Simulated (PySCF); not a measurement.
Gas-phase reaction: SnH4 + 3 SnO2 ⇌ 2 Sn(OH)2 + Sn2O2

Method: PySCF energies plus ideal-gas RRHO corrections (1 bar). † marks an energy on the PBE0/def2-TZVP geometry and frequencies. MP2 and CCSD(T) freeze the core. All species are closed-shell singlets. Sn: scalar-relativistic def2 core potential, no spin-orbit coupling. SnO2, Sn(OH)2, Sn2O2: computed as isolated molecules; such fragments, hydroxides, amides, oligomers or adducts are transient or little studied in the gas. MP2 isn't extrapolated to the basis-set limit. CCSD(T) isn't extrapolated to the basis-set limit. Warning, large T1 diagnostic: SnO2 (CCSD(T)/def2-SVP†).

PBE/def2-TZVP† gives ΔH°(298 K) = -1155 kJ.

Problem. What do PBE0/def2-SVP†, CCSD(T)/def2-SVP†, MP2/def2-SVP† give?

Solution. PBE0/def2-SVP†: -1371 kJ; CCSD(T)/def2-SVP†: -1278 kJ; MP2/def2-SVP†: -1230 kJ. For scale, ΔH°(298 K) is -1155 kJ at this level, -1344 kJ at ωB97M-V/def2-TZVP†, and runs from -1515 to -1152 kJ over the 18 levels computed.
